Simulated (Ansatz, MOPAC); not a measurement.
Molecule: CaCl$_{2}$, net charge 0, singlet state. SMILES: [Cl][Ca][Cl]

Atoms: Ca1, Cl2, Cl3. Bonds: Ca1-Cl2, Ca1-Cl3.

Bond lengths (Å) and angles (degrees) optimised at PM6 with MOPAC; HF/STO-3G with Ansatz (a first-principles code); HF/3-21G with Ansatz; MP2/6-31G* with LANL2DZ past Ar with Ansatz, each started from the B3LYP-D3(BJ)/def2-TZVP structure (Ansatz) of the last column. A row stands for all coordinates that are equal there. 6-31G* holds six Cartesian d functions. No wavenumbers were computed at HF/STO-3G, MP2/6-31G* with LANL2DZ past Ar, so these may be saddle points.

```tsv
coordinate	PM6	HF/STO-3G	HF/3-21G	MP2/6-31G* with LANL2DZ past Ar	B3LYP-D3(BJ)/def2-TZVP
Ca1-Cl2	2.482	2.557	2.644	2.619	2.470
Cl2-Ca1-Cl3	180.0	180.0	180.0	180.0	180.0
```

Mean signed difference of all 2 bond lengths from B3LYP-D3(BJ)/def2-TZVP: PM6 0.012 Å, HF/STO-3G 0.088 Å, HF/3-21G 0.175 Å, MP2/6-31G* with LANL2DZ past Ar 0.149 Å.
